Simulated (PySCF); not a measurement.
Compound: C₇H₁₅PSi.
SMILES with atom numbers: `[CH2:1]=[CH:2][Si@@:3]1([PH2:4])[CH2:5][CH2:6][C@H:7]1[CH2:8][CH3:9]`

NICS is the negative of the GIAO shielding at a point without a nucleus: at the ring centre (0) and 1 Å above and below it (1); zz is the component along the ring normal. Level: GIAO PBE0/pcSseg-1 (PySCF, non-relativistic, gas phase) on the GFN2-xTB geometry, one conformer.

Ring bond lengths (Å), with Mayer bond orders in brackets: Si3–C5 1.927 (0.89), C5–C6 1.538 (1.02), C6–C7 1.540 (0.99), C7–Si3 1.928 (0.85).

Problem. What do the NICS probes read (ppm)?

Solution. 
```json
{"ring": "Si3–C5–C6–C7", "type": "4-membered ring with Si; formal bonds all single", "NICS(0)": "0.0", "NICS(1), two faces": "-1.1 / -0.2", "NICS(1)zz, two faces": "4.5 / 4.7", "rms pucker (Å)": "0.09", "centre to ring atoms, mean (Å)": "1.22"}
```

Problem. What can be read from them?

Solution. 
- Si3–C5–C6–C7: mean NICS(1)zz 4.6 ppm, deshielded. Si3, C5, C6, C7 have four or more neighbours; no verdict on aromaticity is drawn.

Problem. Give the inner angles of the rings and the Hirshfeld charges of the ring atoms.

Solution. 
- Si3–C5–C6–C7: Si3 75.9° (+0.330 e), C5 90.5° (-0.169 e), C6 100.7° (-0.074 e), C7 90.3° (-0.111 e); sum 357.4° against 360° for a flat convex ring.

Problem. What are the shieldings of the ring atoms and their hydrogens in the same run (means over atoms taken as equivalent)?

Solution. 
```json
{"atoms": "Si3", "environment": "four-coordinate silicon", "σ isotropic (ppm)": "330.1", "principal values of the symmetric part, first atom (ppm)": "289.7, 326.9, 373.7"}
{"atoms": "C5", "environment": "sp3 carbon bound to silicon", "σ isotropic (ppm)": "167.0", "principal values of the symmetric part, first atom (ppm)": "146.9, 167.7, 186.3"}
{"atoms": "C6", "environment": "four-membered-ring carbon", "σ isotropic (ppm)": "158.8", "principal values of the symmetric part, first atom (ppm)": "143.8, 155.6, 177.1"}
{"atoms": "C7", "environment": "sp3 carbon bound to silicon", "σ isotropic (ppm)": "146.9", "principal values of the symmetric part, first atom (ppm)": "121.5, 153.5, 165.8"}
{"atoms": "H on C5", "environment": "methylene hydrogen", "σ isotropic (ppm)": "30.22", "principal values of the symmetric part, first atom (ppm)": "26.3, 27.5, 36.8"}
{"atoms": "H on C5", "environment": "methylene hydrogen", "σ isotropic (ppm)": "30.20", "principal values of the symmetric part, first atom (ppm)": "26.8, 28.4, 35.4"}
{"atoms": "H on C6", "environment": "methylene hydrogen", "σ isotropic (ppm)": "29.18", "principal values of the symmetric part, first atom (ppm)": "24.4, 27.9, 35.2"}
{"atoms": "H on C6", "environment": "methylene hydrogen", "σ isotropic (ppm)": "30.08", "principal values of the symmetric part, first atom (ppm)": "25.9, 30.1, 34.2"}
{"atoms": "H on C7", "environment": "methine hydrogen", "σ isotropic (ppm)": "30.04", "principal values of the symmetric part, first atom (ppm)": "27.4, 30.6, 32.1"}
```

Conformer computed: `[CH2:1]=[CH:2][Si@@:3]1([PH2:4])[CH2:5][CH2:6][C@H:7]1[CH2:8][CH3:9]`: C1–C2–Si3–P4 3°, C6–C7–C8–C9 -69°, H–P4–Si3–C2 167°, H–P4–Si3–C2 74°.
